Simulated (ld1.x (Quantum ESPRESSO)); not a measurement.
## Before and after: ultrasoft potential for Pb

Pb, ultrasoft, made with ld1.x (Quantum ESPRESSO) 7.5 (revPBE, scalar-relativistic). Core [Xe] 4f14, reference 5d10 6s2 6p2. Waves: 6s (bound): rcut 1.65, rcutus 2.15 bohr; 6s channel at -0.55 Ry: rcut 1.65, rcutus 2.15 bohr; 6p (bound): rcut 2.00, rcutus 2.40 bohr; 6p channel at 2.9 Ry: rcut 2.00, rcutus 2.40 bohr; 5d (bound): rcut 1.10, rcutus 1.35 bohr; 5d channel at 0.25 Ry: rcut 1.10, rcutus 1.35 bohr. Local part: all-electron potential smoothed inside 2.10 bohr (lloc = -1). Core correction: a·sin(br)/r model core inside 0.70 bohr. Augmentation charge: built from norm-conserving waves at rcut, not smoothed further.

All-electron outer shells of the reference configuration (revPBE, scalar-relativistic, ld1.x):

```
shell  level (eV)  outermost node (bohr)  outermost maximum (bohr)
   4f     -132.83                      –                      0.35
   5p      -85.80                   0.49                      0.89
   5d      -21.15                   0.52                      1.07
   6s      -11.97                   1.01                      1.98
   6p       -3.43                   1.18                      2.67
```

Change: wave 6s channel at -0.55 Ry: rcut 1.65, rcutus 2.15 bohr becomes 6s channel at 5.66 Ry: rcut 1.65, rcutus 2.15 bohr.

Cutoffs: the cutoffs (Ry, on a coarse ladder) from which the occupation-weighted sum of valence levels, in a spherical-Bessel basis at the reference potential, stays within 10 and 1 mRy of its value at 400 Ry; they do not see the model core or the augmentation charge, which bear on the density cutoff. Errors are all-electron minus pseudo energies relative to the spin-unpolarised reference configuration.

Question: What does the change do?

Answer: The potential gets neither clearly harder nor softer (60 Ry and 110 Ry → 60 Ry and 110 Ry); of the 7 tests that both files solve, the error grows in 0 and shrinks in 2 by more than 15 % and 0.3 meV (median size 17.2 → 17.3 meV); neither file shows a bound ghost.

| quantity | base | changed |
| --- | --- | --- |
| cutoff, loose | 60 Ry | 60 Ry |
| cutoff, tight | 110 Ry | 110 Ry |
| bound ghosts | none | none |
| error for 5d10 6s2 6p1, meV [ΔE 6.49 eV] | -3.8 | -3.8 |
| error for 5d10 6s2 6p0, meV [ΔE 19.81 eV] | -17 | -17 |
| error for 5d10 6s1 6p0, meV [ΔE 52.08 eV] | -46 | -46 |
| error for 5d9 6s2 6p2, meV [ΔE 27.13 eV] | -102 | -78 |
| error for 5d10 6s1 6p3, meV [ΔE 8.73 eV] | -4.3 | -4.2 |
| error for 5d10 6s1 6p2, meV [ΔE 16.02 eV] | -6.5 | -6.3 |
| error for 5d9 6s2 6p3, meV [ΔE 19.36 eV] | -124 | -103 |
| s: phases at 2.58 bohr within 0.05 rad from the reference energy up to (Ry; the scan ends near 5) | 2.3 | 2.9 |
| p: phases at 2.58 bohr within 0.05 rad from the reference energy up to (Ry; the scan ends near 5) | to the end of the scan | to the end of the scan |
| d: phases at 2.58 bohr within 0.05 rad from the reference energy up to (Ry; the scan ends near 5) | to the end of the scan | to the end of the scan |
| lowest overlap eigenvalue by channel | s 0.33, p 0.41, d 0.91 | s 0.61, p 0.41, d 0.91 |
